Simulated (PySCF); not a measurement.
Compound: C4H5O2S (charge -1).
SMILES: `CS/C=C\C(=O)[O-]`

Closed-shell single points with PySCF (density fitting; grid level 2 and gas phase unless stated) on one GFN2-xTB geometry.

Question: Rank these settings by the number of (spherical) basis functions, lowest first.
A. PBE0/6-31G, grid level 4, level shift 0.2 Eh
B. CAM-B3LYP/def2-TZVP, grid level 4, start guess atom
C. LDA/pcSseg-1, fitting basis def2-qzvpp-jkfit

Answer: A (77), C (151), B (253).

Question: Rank these settings by the HOMO energy, lowest first.
A. PBE0/pcSseg-1, fitting basis def2-qzvpp-jkfit
B. LDA/pcSseg-1, fitting basis def2-qzvpp-jkfit
C. PBE0/6-31G, grid level 4, level shift 0.2 Eh
D. CAM-B3LYP/def2-TZVP, grid level 4, start guess atom
E. B97-2/pcSseg-1, level shift 0.3 Eh, start guess huckel

Answer: D (-2.87 eV), A (-1.53 eV), E (-1.25 eV), C (-1.05 eV), B (-0.21 eV).

All figures of these runs:

```json
{"settings": "LDA/pcSseg-1, fitting basis def2-qzvpp-jkfit", "basis functions": "151", "SCF cycles": "15", "E (Eh)": "-700.2263", "HOMO (eV)": "-0.21", "LUMO (eV)": "3.00"}
{"settings": "PBE0/6-31G, grid level 4, level shift 0.2 Eh", "basis functions": "77", "SCF cycles": "14", "E (Eh)": "-703.4545", "HOMO (eV)": "-1.05", "LUMO (eV)": "4.44"}
{"settings": "CAM-B3LYP/def2-TZVP, grid level 4, start guess atom", "basis functions": "253", "SCF cycles": "13", "E (Eh)": "-704.1174", "HOMO (eV)": "-2.87", "LUMO (eV)": "5.00"}
{"settings": "B97-2/pcSseg-1, level shift 0.3 Eh, start guess huckel", "basis functions": "151", "SCF cycles": "19", "E (Eh)": "-703.9690", "HOMO (eV)": "-1.25", "LUMO (eV)": "4.03"}
{"settings": "PBE0/pcSseg-1, fitting basis def2-qzvpp-jkfit", "basis functions": "151", "SCF cycles": "12", "E (Eh)": "-703.5704", "HOMO (eV)": "-1.53", "LUMO (eV)": "4.06"}
```

Shape of the structure used: `[CH3:1][S:2]/[CH:3]=[CH:4]\[C:5](=[O:6])[O-:7]`: C1–S2–C3–C4 180°, C3–C4–C5–O6 -179°.

One conformer stands for the species.
